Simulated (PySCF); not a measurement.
C₂H₇AlO (SMILES [CH3][Al]([CH3])[OH]), singlet, at a GFN2-xTB geometry (such geometries of metal compounds can be far from the true shape); DF-M062X/6-311++G** (PySCF).

PySCF was given this input:
```python
from pyscf import gto, scf, dft
import numpy

mol = gto.Mole()
mol.atom = '''
    Al    0.04367935   -0.01071840    0.02948782
    C    -1.44752066   -1.34195573    0.04740224
    H    -1.11874466   -2.31455965   -0.32848525
    H    -2.30192831   -1.03442102   -0.55700306
    H    -1.81385232   -1.51596260    1.06270237
    C     0.01448756    1.69360541   -1.01483942
    H     0.85812912    1.75048597   -1.70790879
    H     0.09954629    2.56465910   -0.35957311
    H    -0.89618418    1.81920068   -1.60203496
    O     1.38167833   -0.33904782    0.93276771
    H     2.14997442   -0.52757875    1.45144254
'''
mol.basis = '6-311++g**'
mol.verbose = 4
mol.build()
print('smallest overlap eigenvalue', numpy.linalg.eigvalsh(mol.intor('int1e_ovlp'))[0])

mf = dft.RKS(mol)
mf.xc = 'm062x'
mf = mf.density_fit(auxbasis='def2-universal-jkfit')
mf.kernel()
```

It wrote (shortened):

```
PySCF version 2.14.0

[INPUT] verbose = 4
[INPUT] num. atoms = 11
[INPUT] num. electrons = 40
[INPUT] charge = 0
[INPUT] spin (= nelec alpha-beta = 2S) = 0
[INPUT] symmetry False subgroup None
[INPUT] Mole.unit = angstrom
[INPUT] Symbol           X                Y                Z      unit          X                Y                Z       unit  Magmom
[INPUT]  1 Al     0.043679350000  -0.010718400000   0.029487820000 AA    0.082542008799  -0.020254840494   0.055723903810 Bohr   0.0
[INPUT]  2 C     -1.447520660000  -1.341955730000   0.047402240000 AA   -2.735417607050  -2.535928800991   0.089577251291 Bohr   0.0
[INPUT]  3 H     -1.118744660000  -2.314559650000  -0.328485250000 AA   -2.114121010720  -4.373883837469  -0.620747158459 Bohr   0.0
[INPUT]  4 H     -2.301928310000  -1.034421020000  -0.557003060000 AA   -4.350014064283  -1.954772425293  -1.052583233945 Bohr   0.0
[INPUT]  5 H     -1.813852320000  -1.515962600000   1.062702370000 AA   -3.427684115207  -2.864754129084   2.008216431226 Bohr   0.0
[INPUT]  6 C      0.014487560000   1.693605410000  -1.014839420000 AA    0.027377520613   3.200450387982  -1.917768564212 Bohr   0.0
[INPUT]  7 H      0.858129120000   1.750485970000  -1.707908790000 AA    1.621629016314   3.307939068194  -3.227479858837 Bohr   0.0
[INPUT]  8 H      0.099546290000   2.564659100000  -0.359573110000 AA    0.188115224817   4.846503301874  -0.679494699658 Bohr   0.0
[INPUT]  9 H     -0.896184180000   1.819200680000  -1.602034960000 AA   -1.693542657368   3.437791050823  -3.027407316379 Bohr   0.0
[INPUT] 10 O      1.381678330000  -0.339047820000   0.932767710000 AA    2.610993635946  -0.640707522931   1.762675509738 Bohr   0.0
[INPUT] 11 H      2.149974420000  -0.527578750000   1.451442540000 AA    4.062862828621  -0.996979346640   2.742828886143 Bohr   0.0

nuclear repulsion = 153.740100004569
number of shells = 79
number of NR pGTOs = 217
number of NR cGTOs = 145
basis = 6-311++g**
ecp = {}
smallest overlap eigenvalue 0.00019508354232083307

******** <class 'pyscf.df.df_jk.DFRKS'> ********
method = DFRKS
initial guess = minao
damping factor = 0
level_shift factor = 0
DIIS = <class 'pyscf.scf.diis.CDIIS'>
diis_start_cycle = 1
diis_space = 8
diis_damp = 0
SCF conv_tol = 1e-09
SCF conv_tol_grad = None
SCF max_cycles = 50
direct_scf = False
XC library pyscf.dft.libxc version 7.1.2
    S. Lehtola, C. Steigemann, M. J. T. Oliveira, and M. A. L. Marques,  SoftwareX 7, 1–5 (2018)
XC functionals = m062x
    Y. Zhao and D. G. Truhlar,  Theor. Chem. Acc. 120, 215 (2008)
    Y. Zhao and D. G. Truhlar,  Theor. Chem. Acc. 120, 215 (2008)
radial grids:
    Treutler-Ahlrichs [JCP 102, 346 (1995); DOI:10.1063/1.469408] (M4) radial grids

becke partition: Becke, JCP 88, 2547 (1988); DOI:10.1063/1.454033
pruning grids: <function nwchem_prune>
grids dens level: 3
symmetrized grids: False
atomic radii adjust function: <function treutler_atomic_radii_adjust>
small_rho_cutoff = 0
Set gradient conv threshold to 3.16228e-05
Initial guess from minao.
tot grids = 130160
******** <class 'pyscf.df.df.DF'> ********
auxbasis = def2-universal-jkfit
init E= -398.106622765342
  HOMO = -0.321996495851131  LUMO = -0.0534540872864449  gap/eV = 7.30741
cycle= 1 E= -397.992820674659  delta_E= 0.114  |g|= 0.76  |ddm|= 2.45
  HOMO = -0.21506338194786  LUMO = -0.00358669746862932  gap/eV = 5.75457
cycle= 2 E= -397.940732772607  delta_E= 0.0521  |g|= 0.953  |ddm|= 1.03
  HOMO = -0.30576701926374  LUMO = -0.0104766850906933  gap/eV = 8.03526
cycle= 3 E= -398.103727552792  delta_E= -0.163  |g|= 0.0802  |ddm|= 0.549
  HOMO = -0.317613139728145  LUMO = -0.0113505675445254  gap/eV = 8.33383
cycle= 4 E= -398.104858899813  delta_E= -0.00113  |g|= 0.0328  |ddm|= 0.0697
  HOMO = -0.312794416870211  LUMO = -0.0108854734936113  gap/eV = 8.21536
cycle= 5 E= -398.105118941638  delta_E= -0.00026  |g|= 0.00282  |ddm|= 0.0278
  HOMO = -0.312713658469164  LUMO = -0.0108739423407456  gap/eV = 8.21348
cycle= 6 E= -398.105121251205  delta_E= -2.31e-06  |g|= 0.000657  |ddm|= 0.00583
  HOMO = -0.31279289106255  LUMO = -0.0108977232018679  gap/eV = 8.21499
cycle= 7 E= -398.105121404072  delta_E= -1.53e-07  |g|= 0.000163  |ddm|= 0.00129
  HOMO = -0.312774637439652  LUMO = -0.0108927515067261  gap/eV = 8.21462
cycle= 8 E= -398.105121413527  delta_E= -9.45e-09  |g|= 4.06e-05  |ddm|= 0.00034
  HOMO = -0.312780381683538  LUMO = -0.0108933895821236  gap/eV = 8.21476
cycle= 9 E= -398.105121414354  delta_E= -8.27e-10  |g|= 6e-06  |ddm|= 9.82e-05
  HOMO = -0.312780140919479  LUMO = -0.0108933715041537  gap/eV = 8.21476
Extra cycle  E= -398.105121414375  delta_E= -2.13e-11  |g|= 3.04e-06  |ddm|= 1.54e-05
converged SCF energy = -398.105121414375
```
